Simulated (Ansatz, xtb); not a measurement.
C4H9I: which of two isomers lies lower

We compare X, `CC(C)CI`, a singlet, with Y, `CC[C@H](C)I`, a singlet. Both are isolated molecules in the gas phase, relaxed with PBE0-D3(BJ)/def2-SVP; each stands in its lowest conformer found.

X (Å):

```xyz
14

C     0.1466   -0.9736   -0.1495
C    -0.7055    0.0959   -0.8197
C    -0.2911    1.5008   -0.4029
C    -0.7899   -0.0733   -2.3271
I     1.0991    0.1527   -3.3781
H     1.2034   -0.8722   -0.4432
H     0.0910   -0.8864    0.9460
H    -0.1833   -1.9869   -0.4267
H    -1.7531   -0.0556   -0.4897
H    -0.3513    1.6169    0.6897
H    -0.9359    2.2663   -0.8619
H     0.7468    1.7088   -0.7079
H    -1.1345   -1.0765   -2.6094
H    -1.4443    0.6772   -2.7890
```

Y (Å):

```yaml
atoms:
  - { symbol: C, position_ang: [1.1504, -2.2513, -2.6795] }
  - { symbol: C, position_ang: [0.1906, -1.3074, -1.9790] }
  - { symbol: C, position_ang: [-0.7221, -1.9423, -0.9465] }
  - { symbol: C, position_ang: [-1.7620, -0.9936, -0.3932] }
  - { symbol: I, position_ang: [0.4443, -2.7663, 0.7210] }
  - { symbol: H, position_ang: [1.8664, -2.6918, -1.9694] }
  - { symbol: H, position_ang: [1.7247, -1.7222, -3.4541] }
  - { symbol: H, position_ang: [0.6117, -3.0791, -3.1678] }
  - { symbol: H, position_ang: [0.7391, -0.4722, -1.5111] }
  - { symbol: H, position_ang: [-0.4802, -0.8455, -2.7282] }
  - { symbol: H, position_ang: [-1.1966, -2.8454, -1.3584] }
  - { symbol: H, position_ang: [-2.3964, -0.6313, -1.2205] }
  - { symbol: H, position_ang: [-2.4109, -1.4811, 0.3469] }
  - { symbol: H, position_ang: [-1.2923, -0.1194, 0.0819] }
```

Problem. Which of the two would you expect CCSD(T)/def2-SVP + ΔMP2/def2-TZVPP electronic energies to favour?

Solution. Too close to call at this level: CCSD(T)/def2-SVP + ΔMP2/def2-TZVPP gives E(Y) − E(X) = −0.44 kcal/mol.

The same difference at several levels:

```csv
level,geometry,E(Y) − E(X) (kcal/mol),departure from the last row (kcal/mol),"job, with rough time for the two"
GFN2-xTB,GFN2-xTB,+0.23,+0.67,"optimisation, 0.15 s"
HF/STO-3G,GFN2-xTB,+0.68,+1.12,"single point, 1 s"
r2SCAN-D4/def2-SVP,GFN2-xTB,−0.94,−0.50,"single point, 6.9 s"
PBE0-D3(BJ)/def2-SVP,PBE0-D3(BJ)/def2-SVP,−0.66,−0.22,"optimisation, 50 s"
HF/def2-SVP,PBE0-D3(BJ)/def2-SVP,−0.81,−0.37,part of the CCSD(T) run
MP2/def2-SVP,PBE0-D3(BJ)/def2-SVP,−0.58,−0.13,part of the CCSD(T) run
CCSD(T)/def2-SVP,PBE0-D3(BJ)/def2-SVP,−0.54,−0.10,single point
CCSD(T)/def2-SVP + ΔMP2/def2-TZVPP,PBE0-D3(BJ)/def2-SVP,−0.44,,"single point, 1.9 min"
```

As drawn, both hold the same kinds of bond in the same numbers.

The largest departure from CCSD(T)/def2-SVP + ΔMP2/def2-TZVPP is that of HF/STO-3G, 1.12 kcal/mol. The last row adds to CCSD(T) the change of the MP2 difference between the two basis sets, here +0.10 kcal/mol.

With harmonic frequencies from PBE0-D3(BJ)/def2-SVP (ideal gas, rigid rotor, one conformer each, 400 K, 1 atm): the zero-point term adds +0.01 kcal/mol; ΔH is −0.36 and ΔG −0.52 kcal/mol.

The correlated steps freeze 8 core orbitals; the filled d shell of I is correlated, in a basis made for valence electrons. Atoms past krypton carry core potentials in the def2 sets, other sets are all-electron and non-relativistic, and no spin–orbit term is included. Mirror images aren't counted in ΔG. Run with Ansatz 0.2.0, xtb 6.7.1; the last row on 2 threads of Arm Neoverse V1 on a shared host.
